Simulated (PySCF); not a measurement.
## Te (tellurium, neutral) across methods

[Kr] 4d10 5s2 5p3 6s1, high-spin 5S determinant (an excited configuration). All numbers are calculated (PySCF 2.14, a scalar-relativistic core potential, in aug-cc-pVTZ-PP with one added diffuse shell each of d, f type with ECP28MDF (6s5p5d3f, 67 functions)).

```
   method  E (hartree)  mean ε 5s β (eV)  mean ε 5p α (eV)  mean ε 6s α (eV)  Σ⟨r²⟩ (bohr²)   ⟨S²⟩
  r2SCAN0    -267.8652           -18.130           -11.241            -2.201          82.83  6.001
      PBE    -267.7822           -17.094            -9.594            -1.831          82.17  6.001
      UHF   -266.83276           -19.626           -13.929            -3.050          84.10  6.002
BHandHLYP    -267.7320           -19.181           -11.768            -2.383          82.71  6.001
   r2SCAN    -267.8889           -17.162           -10.152            -1.824          83.00  6.001
     BLYP    -267.7366           -17.258            -9.249            -1.634          82.17  6.000
      LDA    -267.3896           -17.578            -9.655            -1.966          81.61  6.001
     PBE0    -267.8007           -18.072           -10.865            -2.219          82.47  6.001
      M06    -267.8436           -18.766           -10.472            -1.988          82.38  6.000
```

Energies and moments cover only the electrons outside the core potential. The outer electron is Rydberg-like, and this basis confines it to a smaller radius and binds it less than a complete one would.
